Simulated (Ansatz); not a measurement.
A short molecular-dynamics run on CH₃ClSSi, SMILES `Cl[SiH]1CS1`.

```yaml
crystal:
  periodic: [false, false, false]
  atoms:
    - {symbol: Cl, position_ang: [0.964776, -1.797034, -1.507075]}
    - {symbol: Si, position_ang: [-0.003359, -0.857236, 0.018318]}
    - {symbol: C, position_ang: [-0.156981, 0.963413, -0.004954]}
    - {symbol: S, position_ang: [1.031868, 0.366906, 1.323898]}
    - {symbol: H, position_ang: [-1.080878, -1.730485, 0.511768]}
    - {symbol: H, position_ang: [0.340662, 1.528341, -0.787407]}
    - {symbol: H, position_ang: [-1.034889, 1.458095, 0.399652]}
basis:
  gaussian: {orbitals: def2-SVP}
hamiltonian: {xc: {name: r2SCAN}, dispersion: d3bjatm}
md: {timestep: 1 fs, n_steps: 30, ensemble: nve, temperature: 500, initial_velocities: maxwell_boltzmann, seed: 151}
```

```sh
$ ansatz run in.yaml --threads 2 --pin off --events-out ev --progress --plain --max-ram 4352MiB
```

| step | time (fs) | potential energy (eV) | kinetic (eV) | T (K) | conserved (eV) |
| --- | --- | --- | --- | --- | --- |
| 0 | 0.0 | -32309.4458 | 0.3231 | 500 | -32309.1226 |
| 1 | 1.0 | -32309.4276 | 0.3051 | 472 | -32309.1225 |
| 2 | 2.0 | -32309.3631 | 0.2433 | 376 | -32309.1198 |
| 3 | 3.0 | -32309.2933 | 0.1763 | 273 | -32309.1171 |
| 4 | 4.0 | -32309.2597 | 0.1429 | 221 | -32309.1168 |
| 5 | 5.0 | -32309.2667 | 0.1479 | 229 | -32309.1188 |
| 6 | 6.0 | -32309.2848 | 0.1641 | 254 | -32309.1207 |
| 7 | 7.0 | -32309.2844 | 0.1637 | 253 | -32309.1207 |
| 8 | 8.0 | -32309.2654 | 0.1468 | 227 | -32309.1187 |
| 9 | 9.0 | -32309.2568 | 0.1396 | 216 | -32309.1172 |
| 10 | 10.0 | -32309.2790 | 0.1607 | 249 | -32309.1183 |
| 11 | 11.0 | -32309.3163 | 0.1960 | 303 | -32309.1203 |
| 12 | 12.0 | -32309.3395 | 0.2185 | 338 | -32309.1209 |
| 13 | 13.0 | -32309.3386 | 0.2183 | 338 | -32309.1203 |
| 14 | 14.0 | -32309.3222 | 0.2024 | 313 | -32309.1198 |
| 15 | 15.0 | -32309.2997 | 0.1800 | 279 | -32309.1196 |
| 16 | 16.0 | -32309.2743 | 0.1547 | 239 | -32309.1196 |
| 17 | 17.0 | -32309.2482 | 0.1291 | 200 | -32309.1191 |
| 18 | 18.0 | -32309.2291 | 0.1108 | 171 | -32309.1182 |
| 19 | 19.0 | -32309.2309 | 0.1134 | 176 | -32309.1175 |
| 20 | 20.0 | -32309.2639 | 0.1454 | 225 | -32309.1184 |
| 21 | 21.0 | -32309.3119 | 0.1909 | 295 | -32309.1210 |
| 22 | 22.0 | -32309.3367 | 0.2144 | 332 | -32309.1223 |
| 23 | 23.0 | -32309.3188 | 0.1978 | 306 | -32309.1209 |
| 24 | 24.0 | -32309.2768 | 0.1582 | 245 | -32309.1186 |
| 25 | 25.0 | -32309.2458 | 0.1285 | 199 | -32309.1173 |
| 26 | 26.0 | -32309.2459 | 0.1280 | 198 | -32309.1180 |
| 27 | 27.0 | -32309.2674 | 0.1474 | 228 | -32309.1200 |
| 28 | 28.0 | -32309.2791 | 0.1574 | 244 | -32309.1217 |
| 29 | 29.0 | -32309.2577 | 0.1369 | 212 | -32309.1208 |
| 30 | 30.0 | -32309.2186 | 0.1006 | 156 | -32309.1180 |

Velocities are drawn at the set temperature; a run this short doesn't reach equilibrium.

Frames (Å, forces in eV/Å):

```xyz
7
time=0.0 fs
Cl    0.965   -1.797   -1.507    0.229   -0.200   -0.353
Si   -0.003   -0.857    0.018   -0.308   -0.200    0.087
C    -0.157    0.963   -0.005   -0.058   -0.133   -0.063
S     1.032    0.367    1.324    0.390    0.125    0.458
H    -1.081   -1.730    0.512   -0.089   -0.052    0.037
H     0.341    1.528   -0.787    0.168    0.240   -0.305
H    -1.035    1.458    0.400   -0.331    0.221    0.138
7
time=1.0 fs
Cl    0.965   -1.800   -1.509    0.191   -0.141   -0.286
Si   -0.005   -0.853    0.018    0.220   -0.050   -0.193
C    -0.158    0.956   -0.003   -0.191    0.780   -0.471
S     1.033    0.367    1.327    0.364    0.184    0.350
H    -1.056   -1.712    0.495   -0.595   -0.468    0.284
H     0.306    1.547   -0.814    0.100   -0.209    0.191
H    -1.035    1.484    0.391   -0.089   -0.096    0.126
7
time=2.0 fs
Cl    0.966   -1.802   -1.511    0.153   -0.082   -0.220
Si   -0.006   -0.849    0.018    0.687    0.053   -0.435
C    -0.160    0.949   -0.002   -0.397    1.647   -0.803
S     1.035    0.367    1.330    0.336    0.233    0.243
H    -1.037   -1.697    0.481   -1.034   -0.834    0.495
H     0.272    1.563   -0.840    0.095   -0.598    0.615
H    -1.037    1.509    0.383    0.161   -0.418    0.105
7
time=3.0 fs
Cl    0.967   -1.805   -1.512    0.115   -0.026   -0.156
Si   -0.007   -0.845    0.017    0.936   -0.004   -0.566
C    -0.162    0.943   -0.001   -0.607    2.294   -0.993
S     1.036    0.368    1.334    0.305    0.271    0.137
H    -1.028   -1.691    0.471   -1.251   -1.021    0.603
H     0.239    1.574   -0.859    0.181   -0.840    0.862
H    -1.036    1.530    0.377    0.321   -0.674    0.113
7
time=4.0 fs
Cl    0.968   -1.807   -1.514    0.078    0.028   -0.095
Si   -0.008   -0.841    0.016    0.876   -0.283   -0.544
C    -0.164    0.939   -0.001   -0.759    2.622   -1.020
S     1.038    0.368    1.337    0.269    0.297    0.032
H    -1.031   -1.694    0.467   -1.153   -0.946    0.567
H     0.207    1.576   -0.870    0.348   -0.903    0.893
H    -1.033    1.544    0.371    0.341   -0.815    0.166
7
time=5.0 fs
Cl    0.969   -1.810   -1.516    0.043    0.079   -0.038
Si   -0.009   -0.837    0.015    0.549   -0.740   -0.389
C    -0.168    0.937   -0.002   -0.817    2.587   -0.877
S     1.040    0.368    1.341    0.229    0.310   -0.073
H    -1.045   -1.706    0.469   -0.785   -0.641    0.411
H     0.179    1.570   -0.872    0.573   -0.777    0.700
H    -1.027    1.551    0.367    0.208   -0.818    0.266
7
time=6.0 fs
Cl    0.969   -1.812   -1.518    0.008    0.126    0.016
Si   -0.009   -0.834    0.014    0.101   -1.250   -0.166
C    -0.171    0.937   -0.004   -0.774    2.202   -0.571
S     1.042    0.369    1.344    0.181    0.312   -0.178
H    -1.067   -1.725    0.475   -0.289   -0.224    0.197
H     0.157    1.557   -0.868    0.829   -0.479    0.302
H    -1.018    1.550    0.366   -0.055   -0.687    0.400
7
time=7.0 fs
Cl    0.970   -1.815   -1.520   -0.025    0.171    0.066
Si   -0.009   -0.830    0.013   -0.325   -1.695    0.059
C    -0.176    0.939   -0.006   -0.648    1.565   -0.148
S     1.044    0.370    1.347    0.124    0.302   -0.283
H    -1.091   -1.745    0.482    0.190    0.182   -0.009
H     0.142    1.538   -0.861    1.073   -0.067   -0.221
H    -1.010    1.542    0.368   -0.387   -0.457    0.537
7
time=8.0 fs
Cl    0.971   -1.817   -1.522   -0.057    0.212    0.112
Si   -0.010   -0.828    0.012   -0.643   -2.012    0.247
C    -0.180    0.942   -0.008   -0.476    0.896    0.259
S     1.046    0.370    1.351    0.057    0.279   -0.386
H    -1.114   -1.764    0.489    0.565    0.504   -0.172
H     0.138    1.520   -0.856    1.233    0.326   -0.684
H    -1.006    1.530    0.376   -0.680   -0.204    0.624
7
time=9.0 fs
Cl    0.972   -1.820   -1.524   -0.087    0.249    0.154
Si   -0.010   -0.826    0.011   -0.824   -2.188    0.382
C    -0.186    0.946   -0.011   -0.295    0.461    0.466
S     1.048    0.371    1.354   -0.018    0.244   -0.481
H    -1.131   -1.778    0.495    0.811    0.716   -0.280
H     0.145    1.504   -0.858    1.217    0.537   -0.839
H    -1.008    1.516    0.389   -0.804   -0.018    0.597
7
time=10.0 fs
Cl    0.973   -1.822   -1.526   -0.115    0.282    0.193
Si   -0.011   -0.825    0.010   -0.872   -2.228    0.463
C    -0.191    0.951   -0.012   -0.130    0.393    0.387
S     1.050    0.372    1.357   -0.099    0.198   -0.567
H    -1.140   -1.785    0.498    0.928    0.818   -0.333
H     0.164    1.494   -0.867    0.973    0.492   -0.564
H    -1.018    1.501    0.408   -0.686    0.046    0.421
7
time=11.0 fs
Cl    0.974   -1.824   -1.527   -0.140    0.311    0.228
Si   -0.012   -0.824    0.010   -0.794   -2.135    0.490
C    -0.197    0.955   -0.014    0.011    0.576    0.132
S     1.051    0.373    1.360   -0.186    0.145   -0.644
H    -1.141   -1.785    0.498    0.922    0.813   -0.334
H     0.193    1.488   -0.882    0.551    0.281    0.007
H    -1.034    1.487    0.432   -0.363    0.009    0.121
7
time=12.0 fs
Cl    0.974   -1.826   -1.529   -0.163    0.336    0.259
Si   -0.014   -0.825    0.009   -0.595   -1.903    0.460
C    -0.202    0.961   -0.015    0.136    0.775   -0.109
S     1.053    0.374    1.362   -0.276    0.089   -0.712
H    -1.132   -1.776    0.495    0.793    0.703   -0.282
H     0.226    1.485   -0.897    0.068    0.056    0.612
H    -1.054    1.474    0.456    0.039   -0.056   -0.228
7
time=13.0 fs
Cl    0.975   -1.828   -1.531   -0.185    0.356    0.287
Si   -0.016   -0.826    0.009   -0.273   -1.528    0.372
C    -0.208    0.966   -0.016    0.262    0.818   -0.224
S     1.055    0.375    1.365   -0.367    0.033   -0.773
H    -1.116   -1.761    0.489    0.537    0.483   -0.175
H     0.261    1.482   -0.906   -0.362   -0.079    1.049
H    -1.074    1.459    0.478    0.388   -0.083   -0.537
7
time=14.0 fs
Cl    0.976   -1.830   -1.532   -0.204    0.373    0.312
Si   -0.017   -0.827    0.009    0.169   -1.020    0.226
C    -0.213    0.973   -0.018    0.404    0.640   -0.190
S     1.057    0.376    1.367   -0.457   -0.021   -0.825
H    -1.095   -1.742    0.481    0.155    0.157   -0.013
H     0.292    1.479   -0.905   -0.667   -0.091    1.237
H    -1.089    1.444    0.496    0.600   -0.038   -0.747
7
time=15.0 fs
Cl    0.976   -1.832   -1.534   -0.222    0.385    0.335
Si   -0.019   -0.829    0.008    0.699   -0.417    0.033
C    -0.218    0.980   -0.019    0.556    0.248   -0.024
S     1.058    0.377    1.369   -0.544   -0.073   -0.868
H    -1.073   -1.720    0.473   -0.319   -0.246    0.191
H     0.316    1.475   -0.892   -0.807    0.021    1.159
H    -1.100    1.429    0.505    0.636    0.082   -0.826
7
time=16.0 fs
Cl    0.977   -1.834   -1.535   -0.239    0.394    0.356
Si   -0.021   -0.831    0.008    1.229    0.192   -0.168
C    -0.222    0.987   -0.021    0.697   -0.324    0.254
S     1.060    0.378    1.370   -0.625   -0.121   -0.901
H    -1.053   -1.701    0.467   -0.796   -0.650    0.398
H     0.333    1.471   -0.868   -0.758    0.248    0.827
H    -1.104    1.414    0.508    0.491    0.262   -0.765
7
time=17.0 fs
Cl    0.977   -1.836   -1.536   -0.254    0.398    0.376
Si   -0.022   -0.833    0.008    1.615    0.672   -0.317
C    -0.226    0.994   -0.022    0.796   -1.019    0.618
S     1.061    0.379    1.372   -0.699   -0.164   -0.922
H    -1.041   -1.689    0.465   -1.133   -0.932    0.543
H     0.342    1.469   -0.836   -0.518    0.567    0.284
H    -1.103    1.402    0.502    0.192    0.477   -0.582
7
time=18.0 fs
Cl    0.978   -1.837   -1.538   -0.269    0.400    0.394
Si   -0.022   -0.834    0.008    1.725    0.906   -0.353
C    -0.229    1.000   -0.023    0.846   -1.723    0.992
S     1.062    0.380    1.373   -0.766   -0.199   -0.932
H    -1.040   -1.685    0.468   -1.197   -0.982    0.565
H     0.347    1.473   -0.802   -0.155    0.915   -0.341
H    -1.100    1.395    0.491   -0.185    0.684   -0.325
7
time=19.0 fs
Cl    0.978   -1.839   -1.539   -0.282    0.399    0.411
Si   -0.022   -0.836    0.007    1.528    0.864   -0.261
C    -0.232    1.004   -0.024    0.886   -2.238    1.230
S     1.063    0.381    1.374   -0.825   -0.226   -0.931
H    -1.050   -1.691    0.477   -0.960   -0.780    0.447
H     0.350    1.486   -0.771    0.162    1.158   -0.816
H    -1.099    1.394    0.477   -0.509    0.823   -0.080
7
time=20.0 fs
Cl    0.978   -1.840   -1.540   -0.293    0.396    0.426
Si   -0.021   -0.837    0.007    1.123    0.630   -0.082
C    -0.234    1.007   -0.023    0.966   -2.337    1.194
S     1.063    0.382    1.374   -0.875   -0.245   -0.918
H    -1.070   -1.704    0.489   -0.519   -0.412    0.234
H     0.355    1.509   -0.747    0.227    1.138   -0.916
H    -1.104    1.400    0.463   -0.627    0.830    0.062
7
time=21.0 fs
Cl    0.978   -1.841   -1.541   -0.303    0.392    0.439
Si   -0.020   -0.838    0.006    0.658    0.325    0.119
C    -0.235    1.008   -0.021    1.062   -1.931    0.906
S     1.063    0.382    1.375   -0.917   -0.255   -0.896
H    -1.095   -1.721    0.504   -0.027   -0.005   -0.007
H     0.361    1.544   -0.732   -0.010    0.800   -0.623
H    -1.114    1.415    0.449   -0.463    0.674    0.062
7
time=22.0 fs
Cl    0.978   -1.842   -1.541   -0.311    0.387    0.449
Si   -0.019   -0.838    0.006    0.249    0.047    0.291
C    -0.235    1.008   -0.019    1.083   -1.160    0.534
S     1.063    0.383    1.375   -0.950   -0.258   -0.869
H    -1.119   -1.738    0.519    0.403    0.346   -0.221
H     0.368    1.586   -0.724   -0.393    0.255   -0.149
H    -1.128    1.436    0.435   -0.082    0.383   -0.034
7
time=23.0 fs
Cl    0.978   -1.843   -1.542   -0.317    0.381    0.457
Si   -0.018   -0.839    0.005   -0.052   -0.153    0.408
C    -0.235    1.006   -0.016    0.987   -0.289    0.224
S     1.063    0.384    1.374   -0.973   -0.254   -0.840
H    -1.140   -1.752    0.532    0.717    0.598   -0.380
H     0.371    1.631   -0.716   -0.719   -0.314    0.267
H    -1.143    1.461    0.421    0.356    0.031   -0.135
7
time=24.0 fs
Cl    0.978   -1.844   -1.542   -0.320    0.375    0.462
Si   -0.017   -0.840    0.005   -0.234   -0.260    0.464
C    -0.233    1.004   -0.013    0.810    0.456    0.031
S     1.062    0.384    1.374   -0.985   -0.244   -0.808
H    -1.154   -1.760    0.541    0.903    0.742   -0.479
H     0.367    1.672   -0.707   -0.870   -0.769    0.502
H    -1.155    1.487    0.406    0.697   -0.301   -0.172
7
time=25.0 fs
Cl    0.978   -1.845   -1.543   -0.320    0.368    0.465
Si   -0.015   -0.841    0.005   -0.303   -0.268    0.462
C    -0.231    1.003   -0.009    0.610    0.935   -0.050
S     1.062    0.384    1.373   -0.987   -0.227   -0.774
H    -1.160   -1.761    0.546    0.966    0.785   -0.517
H     0.355    1.707   -0.692   -0.819   -1.040    0.528
H    -1.161    1.509    0.389    0.854   -0.553   -0.115
7
time=26.0 fs
Cl    0.978   -1.846   -1.543   -0.318    0.361    0.466
Si   -0.014   -0.842    0.005   -0.262   -0.172    0.402
C    -0.229    1.002   -0.006    0.430    1.075   -0.026
S     1.060    0.385    1.372   -0.976   -0.206   -0.736
H    -1.156   -1.754    0.545    0.908    0.730   -0.495
H     0.335    1.731   -0.672   -0.576   -1.093    0.353
H    -1.158    1.526    0.371    0.794   -0.694    0.036
7
time=27.0 fs
Cl    0.977   -1.846   -1.543   -0.314    0.353    0.463
Si   -0.013   -0.843    0.005   -0.105    0.029    0.283
C    -0.226    1.003   -0.003    0.292    0.843    0.098
S     1.059    0.385    1.371   -0.953   -0.181   -0.693
H    -1.143   -1.740    0.540    0.726    0.574   -0.413
H     0.309    1.745   -0.649   -0.167   -0.911   -0.004
H    -1.147    1.536    0.354    0.520   -0.708    0.265
7
time=28.0 fs
Cl    0.977   -1.847   -1.543   -0.307    0.345    0.458
Si   -0.012   -0.844    0.005    0.175    0.334    0.103
C    -0.223    1.004    0.000    0.214    0.281    0.304
S     1.057    0.385    1.370   -0.918   -0.152   -0.647
H    -1.124   -1.721    0.531    0.414    0.317   -0.266
H     0.282    1.750   -0.626    0.347   -0.521   -0.493
H    -1.132    1.540    0.339    0.075   -0.604    0.540
7
time=29.0 fs
Cl    0.976   -1.847   -1.543   -0.297    0.337    0.450
Si   -0.011   -0.845    0.006    0.569    0.720   -0.131
C    -0.219    1.005    0.003    0.213   -0.426    0.518
S     1.055    0.385    1.368   -0.871   -0.123   -0.596
H    -1.101   -1.699    0.520   -0.019   -0.034   -0.061
H     0.258    1.750   -0.608    0.841   -0.052   -0.989
H    -1.115    1.538    0.329   -0.435   -0.423    0.810
7
time=30.0 fs
Cl    0.976   -1.848   -1.543   -0.284    0.329    0.438
Si   -0.010   -0.845    0.006    1.024    1.127   -0.392
C    -0.216    1.006    0.007    0.288   -0.934    0.610
S     1.053    0.386    1.366   -0.809   -0.096   -0.541
H    -1.077   -1.678    0.507   -0.519   -0.435    0.176
H     0.242    1.750   -0.599    1.134    0.258   -1.289
H    -1.103    1.532    0.327   -0.833   -0.250    0.998
```

It took 83 s on 2 threads of an Arm Neoverse V2 on a shared host, with 0.13 GiB of host memory at the peak.
